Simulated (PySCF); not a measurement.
Structure elucidation problem

An unknown has the formula C5H8O4Si. Its calculated NMR data are:

1H NMR (500 MHz, computed): δ 10.01 (d, 1H), 6.09 (m, 1H), 6.07 (m, 1H), 6.05 (m, 1H), 5.85 (m, 1H), 5.63 (m, 1H), 5.37 (m, 1H), 5.18 (m, 1H).

13C{1H} NMR (computed): δ 207.5 (CH), 144.5 (CH), 134.7 (CH2), 98.5 (CH), 98.5 (CH).

[PySCF 2.14: GFN2-xTB structure; shielding tensors at PBE0/pcSseg-1 (GIAO); single conformer; no relativistic terms; gas phase]

Shifts are taken against calculated references (same method and geometry level): 1H (σref 31.72), 13C (σref 186.93) against TMS.

Which candidate is it?
A. C=C[C@@H]1O[SiH2]O[C@H](C=O)O1
B. C=C[C@@H]1OC(=O)O[C@H]1O[SiH3]
C. CC(=O)O[SiH2]OC(C)=C=O
D. CO/C=C(/OC=O)C(=O)[SiH3]

Answers

A. 

- The formula gives 3 degrees of unsaturation (1 ring in the answer).
- 5 carbon signals for 5 carbons: no two carbons are equivalent.
- Carbon types of the structure: 4 × CH, 1 × CH2, leaving 2 H on heteroatoms.
- δC 207.5: aldehyde carbonyl carbon; low-lying n→π* states of the double bond to the heteroatom give a large paramagnetic term (-272 ppm).
- δC 144.5: alkene CH; as expected for a trigonal carbon in a double bond.
- δC 134.7: terminal =CH2 carbon; an sp2 carbon of a C=C bond.
- δC 98.5, 98.5: sp3 carbon bearing two oxygens; 2 electronegative neighbours deshield it.
- δH 10.01: hydrogen on an aldehyde carbonyl carbon; deshielded by the polar, anisotropic C=O bond.

The others: C=C[C@@H]1OC(=O)O[C@H]1O[SiH3] would give 6 signals for carbon-bound and other non-exchanging H, not 8; CC(=O)O[SiH2]OC(C)=C=O would give 3 signals for carbon-bound and other non-exchanging H, not 8; CO/C=C(/OC=O)C(=O)[SiH3] would give 4 signals for carbon-bound and other non-exchanging H, not 8.

Shifts are as computed. Against solution values, carbons near 30 ppm lie about +3 ppm off and those near 130 ppm about +5 ppm. Of 1309 compounds with measured shifts, 239 miss one by over three times the rms of a fit or turn the order of signals round; such compounds aren't used in these exercises. No couplings were computed; multiplicities are counted from neighbouring protons, with m where these are inequivalent, close in shift, in a saturated or five-membered ring or joined by F or P, and br s for small geminal =CH2 splittings.
